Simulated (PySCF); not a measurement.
An unknown is described by computed data only.

Formula: CH10N2SSi2.

* Valence photoelectron: vertical ionisation energy: 8.65 eV [ΔSCF PBE0/def2-SVPD]
* Rotational structure: rotational constants A, B, C: 2.549, 1.076, 0.907 GHz [PBE0-D3(BJ)/def2-SVP]
* UV, strongest line: among the 10 lowest singlet transitions: S4 at 6.39 eV (194 nm, f = 0.040) [TDDFT PBE0/def2-SVPD]
* Polarisability: 103.1 au [PBE0/def2-SVPD]
* UV, first state: lowest singlet excitation: 5.54 eV (224 nm, f = 0.005) [TDDFT PBE0/def2-SVPD]
* 13C NMR: chemical shifts (computed TMS as zero) by class: 10.3 (1 C) ppm [GIAO PBE0/pcSseg-1]
* Triplet: lowest triplet excitation (Tamm–Dancoff): 5.19 eV [TDA PBE0/def2-SVPD]

Gas-phase values; electronic properties from PySCF, density fitting. Levels stand in brackets. Geometry: PBE0-D3(BJ)/def2-SVP, one conformer, isolated molecule. NMR values are class means; diastereotopic atoms form classes of their own.

Task: Give a SMILES that accounts for the data.

Result: Numbering: `[CH3:1][S:2][Si@H:3]([NH2:4])[NH:5][SiH3:6]`. Its formula, CH10N2SSi2, gives 0 degrees of unsaturation, so no ring and no π bond. The one carbon: S-methyl carbon [C1] (10.3 ppm). The first electron is taken from the HOMO, whose largest Löwdin shares are 0.68 on the sulfur bonded to C and Si, 0.10 on the S-methyl carbon, 0.07 on the nitrogen bridging silicon atoms and 0.06 on the SiH silicon. The optimised geometry has point group C1 and is an asymmetric top. Structure: `CS[Si@H](N)N[SiH3]`. The assignments are read from this structure; whether some other isomer fits the data as well wasn't checked. The mirror image fits equally.

Conformer computed: `[CH3:1][S:2][Si@H:3]([NH2:4])[NH:5][SiH3:6]`: C1–S2–Si3–N4 60°, S2–Si3–N5–Si6 -81°, H–N4–Si3–S2 42°, H–N4–Si3–S2 -175°.
